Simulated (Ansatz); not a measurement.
Basis sets compared for the cluster Rb2F3 (the lowest doublet isomer of a short search). The state is a doublet with charge 0. Geometry PBE0-D4/def2-SVP. Ansatz on 4 threads of Arm Neoverse V2 on a shared host; times are rough, and most runs start from earlier orbitals.

Cartesian coordinates in Å:
```
Rb -0.5557 -1.0023 -1.5170
Rb 0.7447 1.4062 1.0399
F 0.5644 1.2039 -1.4212
F 0.4944 -1.2438 0.9205
F -1.2478 -0.3641 0.9778
```

In the def2 sets Rb takes a core potential; there is no spin–orbit coupling. In the doublet, F4 and F5 lie 1.95 Å apart (atoms count from 1), so these atoms are partly bonded to each other. The structure comes from a short search, and lower isomers may exist.

Binding counts from free atoms (Rb doublet, F doublet) in the same basis, without a counterpoise term.

| level | functions | energy (Eh) | HOMO (eV) | LUMO (eV) | binding per atom (eV) | wall time |
| --- | --- | --- | --- | --- | --- | --- |
| PBE-D4/def2-SVP | 90 | -347.2889 | -4.69 | -4.19 | 2.75 | 1.9 s |
| PBE-D4/def2-TZVP | 159 | -347.6742 | -5.17 | -4.69 | 2.73 | 3.3 s |
| r2SCAN-D4/def2-TZVP (with forces) | 159 | -347.8644 | -5.44 | -4.29 | 2.66 | 6.5 s |
| PBE0-D4/def2-SVP | 90 | -347.2763 | -6.43 | -2.70 | 2.54 | 2.2 s |
| PBE0-D4/def2-TZVP | 159 | -347.6567 | -6.98 | -3.17 | 2.53 | 3.8 s |

(1) Estimate the rows for PBE-D4/def2-TZVPD, r2SCAN-D4/def2-TZVPD, PBE0-D4/def2-TZVPD.

Answers

(1) 
| level | functions | energy (Eh) | HOMO (eV) | LUMO (eV) | binding per atom (eV) | wall time |
| --- | --- | --- | --- | --- | --- | --- |
| PBE-D4/def2-TZVPD | 186 | -347.6789 | -5.25 | -4.77 | 2.74 | 4.9 s |
| r2SCAN-D4/def2-TZVPD | 186 | -347.8686 | -5.51 | -4.33 | 2.67 | 8 s |
| PBE0-D4/def2-TZVPD | 186 | -347.6609 | -7.05 | -3.23 | 2.54 | 4.9 s |
